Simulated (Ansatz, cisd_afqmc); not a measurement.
Species: AlO, charge 0, doublet. AlO (SMILES [O]=[Al], doublet).
B3LYP-D3(BJ)/def2-TZVP minimum from Ansatz (an electronic-structure program):
```
Al
O 1 1.6274
```
Charge 0, spin multiplicity 2.

Total energies in cc-pV(D+d)Z, 9 correlated electrons, 6 frozen orbitals. Radicals and triplets start from unrestricted determinants; spin-orbit coupling is neglected. Correlated methods leave the cores frozen. No relativity. The Monte Carlo rows (phaseless AFQMC, CISD trial, step 0.005/hartree) carry one-sigma bars that omit the constraint's bias. Outlying blocks are dropped, and bars are widened where a walk drifts. Over all cases where full CI ran beside it in this data, AFQMC minus full CI had a median of +0.1 mEh and passed +0.4 mEh in a tenth of the cases. The UHF reference of AlO ([O]=[Al], doublet) is spin-contaminated (<S^2> up to 0.06 over the pure value in the sets run). The determinant of AlO ([O]=[Al], doublet) is a saddle point of the SCF energy; a lower one exists, which strains HF and MP2.

```csv
method,program,energy (Eh),minus CCSDTQ (mEh)
HF,Ansatz,-316.74273,251.97
MP2,Ansatz,-316.94803,46.67
CCSD,Ansatz,-316.98150,13.19
CCSD(T),Ansatz,-316.99010,4.59
CCSDT(Q),Ansatz,-316.99577,-1.08
CCSDTQ,Ansatz,-316.99470,0.00
AFQMC/CISD,cisd_afqmc,-316.9910 ± 0.0004,3.7 ± 0.4
```

Rough core times of Ansatz's runs on a shared machine: CCSD(T) 20 s, CCSDT(Q) 40 s, CCSDTQ 10 min.
